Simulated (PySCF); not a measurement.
A structure optimised at B3LYP-D3(BJ)/def2-TZVPD, used in a PySCF frequency run:

```xyz
2

Hf     0.0000     0.0000    -0.1734
O      0.0000     0.0000     1.5608
```
Charge 0, spin multiplicity 1.

Write its SMILES, formula and point group.

[O]=[Hf], HfO, C∞v

What are its rotational constants (standard atomic weights)?

11.445 GHz (linear rotor, B only)
